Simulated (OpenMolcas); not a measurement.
5d⁵ along the 73-electron sequence

```
Program             : OpenMolcas
Method              : CASSCF
Basis               : ANO-RCC-VQZP
Scalar Hamiltonian  : DKH2, point nucleus
Spin-orbit coupling : RASSI with atomic mean-field integrals over the reference wave functions, term energies averaged over their components
```

Active space for each ion: 5 electrons in 10 orbitals (5d 6d).

Computed levels in cm-1 above ⁶S_5/2:

```csv
Level,Os3+,Pt5+,Au6+
⁴G_7/2,24562,28991,30882
⁴G_11/2,25423,30351,32538
⁴G_9/2,26119,31685,34292
⁴P_1/2,28603,34421,37122
⁴D_7/2,31630,38698,42215
⁴D_1/2,35051,43987,48609
²I_11/2,35803,43704,47673
²I_13/2,38790,48035,52701
²H_9/2,45807,56396,61636
weight of ⁶S in the lowest level (%),91,86,82
```

Mixed levels, with the weight of the term that names them: Os3+ ⁴P_1/2 (68 %), Os3+ ⁴D_1/2 (71 %), Os3+ ²H_9/2 (56 %), Pt5+ ⁴G_7/2 (68 %), Pt5+ ⁴P_1/2 (65 %), Pt5+ ⁴D_7/2 (68 %), Pt5+ ⁴D_1/2 (70 %), Pt5+ ²I_11/2 (73 %), Pt5+ ²H_9/2 (54 %), Au6+ ⁴G_7/2 (63 %), Au6+ ⁴G_11/2 (73 %), Au6+ ⁴P_1/2 (63 %), Au6+ ⁴D_7/2 (62 %), Au6+ ⁴D_1/2 (70 %), Au6+ ²I_11/2 (70 %), Au6+ ²H_9/2 (54 %).

⁴G_7/2 changes by a factor of 1.26 over the same range, with steps per unit of Z of +2210, +1890 cm-1.

Without dynamic correlation excited terms often stand tens of per cent too high (terms of higher spin than the ground term too low), and those without a measured partner can miss by more than the paired ones. Active for correlation alone: 6d; no level in the range computed is led by a configuration that fills it, so any true level of that kind is missing. Levels of configurations outside the active space are missing.
